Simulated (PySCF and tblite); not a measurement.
The numbers below are computed, except where a source is named.
2 regioisomers of C₄H₅NOS:

```csv
isomer,SMILES
A,[CH3:1][c:2]1[n:3][cH:4][c:5]([OH:6])[s:7]1
B,[CH3:1][c:2]1[n:3][cH:4][s:5][c:6]1[OH:7]
```

Each isomer is a Boltzmann average at 298.15 K over at most 6 conformers: GFN2-xTB geometries, energies B3LYP/def2-SVP (IEF-PCM, acetone) (D3(BJ) added where defined), GIAO shieldings WP04/pcSseg-1 (IEF-PCM, acetone), GFN2-xTB thermal terms. Programs: PySCF with density fitting and tblite.

**Question.** What shifts does each isomer give (ppm)?

**Answer.** 
A: ¹H (against TMS): 6.65 (H4, 1H), 2.70 (H1, 3H). ¹³C (against TMS): 175.5 (C5), 166.2 (C2), 122.7 (C4), 24.8 (C1).

B: ¹H (against TMS): 7.67 (H4, 1H), 2.47 (H1, 3H). ¹³C (against TMS): 168.7 (C6), 146.3 (C4), 135.8 (C2), 16.6 (C1). H not on carbon is left out.

Other tautomers (keto or thione forms) aren't considered and may dominate. H on N, O and S are left out: they exchange, and hydrogen bonds move them by several ppm. Shifts are unscaled: against experiment ¹³C can be off by 15 ppm or more and ¹H by 0.8 ppm.
